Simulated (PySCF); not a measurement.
All numbers come from PySCF, UPBE0, basis Mn def2-TZVP, H def2-TZVP (no relativity, density fitting).

```xyz
4
charge 0 multiplicity 5, angstrom
Mn   -0.0118   -0.0246    0.0000
H     1.1153    1.2262    0.0000
H     0.2527    1.6382    0.0000
H    -0.7284   -1.5252    0.0000
```

MnH₃ (quintet), along the line from Mn1 (at 0) through H2 (at 1.684 Å).

Task: Tabulate the fields along this line at -0.59, -0.42, -0.25, -0.08, 0.17, 0.34, 0.51, 0.67, 0.84, 1.01, 1.18, 1.35, 1.52, 1.77, 1.94, 2.10, 2.27, 2.44, 2.61 Å.

Result: 
| distance (Å) | electron density (e/Å³) | spin density (e/Å³) | electron localisation function | electrostatic potential (V) |
| --- | --- | --- | --- | --- |
| -0.59 | 4 | 0.965 | 0.644 | 50.5 |
| -0.42 | 12.5 | 2.71 | 0.77 | 129 |
| -0.25 | 26.9 | 5.27 | 0.168 | 417 |
| -0.08 | 653 | 1.65 | 0.666 | 2500 |
| 0.17 | 108 | 4.47 | 0.585 | 859 |
| 0.34 | 19 | 4.22 | 0.627 | 226 |
| 0.51 | 7.39 | 1.65 | 0.763 | 79.3 |
| 0.67 | 2.26 | 0.546 | 0.477 | 35.2 |
| 0.84 | 0.858 | 0.168 | 0.176 | 18.8 |
| 1.01 | 0.601 | 0.0367 | 0.237 | 12.4 |
| 1.18 | 0.702 | -0.0274 | 0.719 | 12 |
| 1.35 | 1.01 | -0.0813 | 0.971 | 20.4 |
| 1.52 | 1.6 | -0.158 | 0.998 | 58.8 |
| 1.77 | 1.9 | -0.21 | 1 | 143 |
| 1.94 | 0.93 | -0.108 | 0.998 | 31.7 |
| 2.10 | 0.448 | -0.0554 | 0.994 | 12.2 |
| 2.27 | 0.221 | -0.0299 | 0.983 | 5.55 |
| 2.44 | 0.11 | -0.0168 | 0.956 | 2.77 |
| 2.61 | 0.057 | -0.0099 | 0.906 | 1.51 |

On a grid of 0.08 Å the density has a local minimum along the bond near 1.01 Å from Mn, at 0.60 e/Å³, where the ELF is 0.24.

The determinant is spin-contaminated (⟨S²⟩ = 6.21, pure value 6.00). Other spin states or occupations of the open shell can lie lower.
